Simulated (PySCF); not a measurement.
SMILES C[C@H]1CCC[C@@H]1[NH3+], [C$_{6}$H$_{14}$N]+, charge +1

Molfile (atoms numbered from 1):
```
C6H14N
     RDKit          3D

 21 21  0  0  0  0  0  0  0  0999 V2000
   -1.2920   -1.5392   -0.9446 C   0  0  0  0  0  0  0  0  0  0  0  0
   -0.5131   -0.7781    0.1238 C   0  0  1  0  0  0  0  0  0  0  0  0
    0.9890   -1.1353    0.1174 C   0  0  0  0  0  0  0  0  0  0  0  0
    1.7434    0.1945    0.1538 C   0  0  0  0  0  0  0  0  0  0  0  0
    0.8140    1.1363   -0.6094 C   0  0  0  0  0  0  0  0  0  0  0  0
   -0.5730    0.7452   -0.1130 C   0  0  2  0  0  0  0  0  0  0  0  0
   -0.8227    1.4471    1.1984 N   0  0  0  0  0  0  0  0  0  0  0  0
   -1.1849   -2.6085   -0.7886 H   0  0  0  0  0  0  0  0  0  0  0  0
   -0.9171   -1.3004   -1.9361 H   0  0  0  0  0  0  0  0  0  0  0  0
   -2.3514   -1.2970   -0.9046 H   0  0  0  0  0  0  0  0  0  0  0  0
   -0.9545   -1.0174    1.0964 H   0  0  0  0  0  0  0  0  0  0  0  0
    1.2286   -1.6641   -0.8036 H   0  0  0  0  0  0  0  0  0  0  0  0
    1.2568   -1.7834    0.9484 H   0  0  0  0  0  0  0  0  0  0  0  0
    2.7227    0.1206   -0.3105 H   0  0  0  0  0  0  0  0  0  0  0  0
    1.8983    0.5349    1.1809 H   0  0  0  0  0  0  0  0  0  0  0  0
    0.8800    0.9248   -1.6757 H   0  0  0  0  0  0  0  0  0  0  0  0
    1.0407    2.1916   -0.4628 H   0  0  0  0  0  0  0  0  0  0  0  0
   -1.3746    1.0306   -0.7958 H   0  0  0  0  0  0  0  0  0  0  0  0
   -0.0456    1.2106    1.8311 H   0  0  0  0  0  0  0  0  0  0  0  0
   -1.7054    1.1380    1.6224 H   0  0  0  0  0  0  0  0  0  0  0  0
   -0.8480    2.4662    1.0715 H   0  0  0  0  0  0  0  0  0  0  0  0
  1  2  1  0
  2  3  1  0
  3  4  1  0
  4  5  1  0
  5  6  1  0
  6  7  1  0
  6  2  1  0
  1  8  1  0
  1  9  1  0
  1 10  1  0
  2 11  1  1
  3 12  1  0
  3 13  1  0
  4 14  1  0
  4 15  1  0
  5 16  1  0
  5 17  1  0
  6 18  1  6
  7 19  1  0
  7 20  1  0
  7 21  1  0
M  CHG  1   7   1
M  END
```

Level of theory: TDDFT CAM-B3LYP/def2-SVPD circular dichroism and optical rotation, one conformer, gas phase (PySCF 2.14.0). Geometry: GFN2-xTB.

The molecule is flexible and this is one conformer; a measurement averages over conformers.

Task: Draw the ECD and absorption spectra from the lowest 12 states, each a Gaussian of half-width 0.2 eV at 1/e height.

Result: 
```tsv
E (eV)	λ (nm)	Δε (L mol⁻¹ cm⁻¹)	ε (L mol⁻¹ cm⁻¹)
7.76	160	0.00	1.93
7.91	157	-0.02	55.8
8.06	154	-0.49	567
8.21	151	-3.16	2050
8.36	148	-9.35	2710
8.51	146	-17.52	1590
8.66	143	-16.68	948
8.81	141	+5.14	1000
8.96	138	+37.21	1650
9.11	136	+34.13	1710
9.26	134	+18.16	1130
9.41	132	+28.06	1830
9.56	130	+22.70	3150
```
Δε uses R in velocity form, ε uses f in length form. Only the states computed contribute, so the short-wavelength end is incomplete.
